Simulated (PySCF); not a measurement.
## NMR problem set

Theoretical values (PySCF): geometry: GFN2-xTB, shieldings: GIAO PBE0/pcSseg-1. One conformer, non-relativistic Hamiltonian, averaged over atoms made equivalent by symmetry, fast rotation or ring inversion, isolated molecule.

δ = σ(ref) − σ, references computed at the same level: 1H (σ = 31.72 ppm), 13C (σ = 186.93 ppm) vs TMS. Splittings of carbon signals by F and P are missing where no couplings were computed. Where no couplings were computed, multiplicities follow the n + 1 count of equivalent neighbours, and m marks all less simple cases (inequivalent or close neighbours, rings, F or P nearby). Shifts are as computed. Against solution values, carbons near 30 ppm lie about +3 ppm off and those near 130 ppm about +5 ppm. Of 1211 compounds with measured shifts, 218 miss one by over three times the rms of a fit or turn the order of signals round; such compounds aren't used in these exercises. OH and NH positions are gas-phase values without hydrogen bonding to other molecules.

Problem. C₄H₇N. 1H NMR (600 MHz, computed): δ 6.84 (m, 1H), 5.20 (m, 1H), 4.91 (m, 1H), 2.06 (m, 1H), 1.89 (m, 1H), 1.65 (m, 1H), 0.00 (br s, 1H). 13C{1H} NMR (computed): δ 150.3 (CH), 112.8 (CH2), 36.4 (CH2), 29.4 (CH). What is it?

Solution. `C=C[C@H]1CN1`. Rings plus π bonds: 2 (1 ring in the answer). 4 carbon signals for 4 carbons: no two carbons are equivalent. Carbon types of the structure: 2 × CH, 2 × CH2, leaving 1 H on heteroatoms. δC 150.3: alkene CH; as expected for a trigonal carbon in a double bond. δC 112.8: terminal =CH2 carbon; as expected for a trigonal carbon in a double bond. δH 6.84: hydrogen on an alkene CH; olefinic region. δH 0.00: hydrogen on an amine nitrogen; exchangeable; this is the value without hydrogen bonding to other molecules.

The data come from this structure; uniqueness wasn't tested.

Problem. C₆H₁₀FNSi. 1H NMR (400 MHz, computed): δ 4.48 (m, 1H), 4.27 (m, 1H), 2.63 (m, 1H), 2.14 (m, 1H), 1.94 (m, 1H), 1.92 (m, 1H), 1.54 (m, 1H), 1.24 (m, 1H), 1.14 (m, 1H), 1.05 (m, 1H). 13C{1H} NMR (computed): δ 124.1 (C), 83.3 (C), 41.2 (CH2), 28.8 (CH2), 28.2 (CH2), 11.3 (CH2). What is it?

Solution. SMILES C1[C@@](C#N)(F)[SiH2]CCC1. Rings plus π bonds: 3 (1 ring in the answer). 6 carbon signals for 6 carbons: no two carbons are equivalent. Carbon types of the structure: 2 × C, 4 × CH2, leaving 2 H on heteroatoms. δC 124.1: nitrile carbon; C≡N carbons fall here, among the sp2 signals but without a proton. δC 83.3: fully substituted sp3 carbon bonded to F and Si, α to a nitrile; the inductive effect lowers its shielding. δC 41.2, 28.8, 28.2: sp3 CH2 in a ring; a saturated carbon with 2 carbon neighbours and no heteroatom attached. δC 11.3: sp3 CH2 bonded to Si; an electropositive neighbour leaves it electron-rich and shielded.

The shifts were computed for this structure.

Problem. C₄H₉FSi. 1H NMR (500 MHz, computed): δ 4.79 (m, 1H), 4.49 (m, 1H), 3.98 (m, 1H), 2.23 (m, 1H), 1.87 (m, 1H), 1.74 (m, 1H), 1.35 (d, 3H). 13C{1H} NMR (computed): δ 97.8 (CH), 35.1 (CH), 19.3 (CH3), 18.0 (CH2). What is it?

Solution. SMILES [C@@H]1(C)[SiH2]C[C@H]1F. The formula gives 1 degree of unsaturation (1 ring in the answer). 4 carbon signals for 4 carbons: no two carbons are equivalent. Carbon types of the structure: 2 × CH, 1 × CH2, 1 × CH3, leaving 2 H on heteroatoms. δC 97.8: sp3 CH bonded to F; pulled downfield by the heteroatom. δC 19.3: methyl carbon; saturated and bonded to C and H only. δH 4.79: hydrogen on an sp3 CH bonded to F; its carbon carries F, hence the downfield position. δH 4.49, 3.98: hydrogen on a silicon bonded to 2 C, in a 4-membered ring.

The data come from this structure; uniqueness wasn't tested.
